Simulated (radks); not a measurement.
The numbers below are computed, except where a source is named.
Task: Neutral manganese, [Ar] 3d5 4s2. Code: a radial shooting solver on a logarithmic mesh with Libxc functionals. Model: non-relativistic Kohn-Sham, exchange-only B88, spin-polarised, spherical densities, point nucleus. Every spin shell is full or empty, so the densities are truly spherical. Functionals are evaluated on that one density, not self-consistently. Rank these orbital-free kinetic functionals by their error against the exact value of the orbitals, and give that value: Thomas-Fermi, von Weizsacker, TF + vW, TF + vW/9, TF + vW/5, revAPBEK, Perdew 92, Thakkar, Pearson, LKT, PG1, DePristo-Kress, Ernzerhof.

Result: Exact: 1149.97 hartree. From best to worst, with 100 (|E| - |E exact|)/|E exact| (equal figures are ties): DePristo-Kress -0.10, Ernzerhof -0.33, revAPBEK +0.35, Thakkar -0.39, Perdew 92 -0.76, TF + vW/9 -0.77, Pearson -1.34, TF + vW/5 +3.91, Thomas-Fermi -6.63, PG1 +20.26, LKT +25.42, TF + vW +46.08, von Weizsacker -47.29.
